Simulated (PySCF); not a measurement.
C₇H₆OS, SMILES O=Cc1ccc(S)cc1, singlet (GFN2-xTB optimised geometry):

```
15

O     -2.563    -2.629     0.009
C     -1.361    -2.535     0.003
C     -0.609    -1.279     0.000
C     -1.291    -0.059    -0.002
C     -0.600     1.132    -0.002
C      0.792     1.120     0.000
S      1.730     2.609     0.001
C      1.483    -0.090     0.000
C      0.787    -1.279     0.000
H     -0.718    -3.438    -0.001
H     -2.370    -0.072    -0.002
H     -1.135     2.071    -0.004
H      0.686     3.438     0.007
H      2.563    -0.083     0.001
H      1.322    -2.217     0.001
```

Method: PBE/def2-TZVP run with PySCF 2.14.0.

Task: What are the frontier orbital energies and the dipole moment?

Result: HOMO-2 -6.99 eV, HOMO-1 -5.87 eV, HOMO -5.81 eV, LUMO -2.76 eV, LUMO+1 -1.73 eV; dipole moment 3.02 D.

Meta-Löwdin charges at PBE/def2-TZVP: O1 -0.38, C2 0.23, C3 -0.05, C4 -0.09, C5 -0.13, C6 -0.05, S7 0.02, C8 -0.14, C9 -0.10, H10 0.06, H11 0.14, H12 0.12, H13 0.10, H14 0.13, H15 0.13.
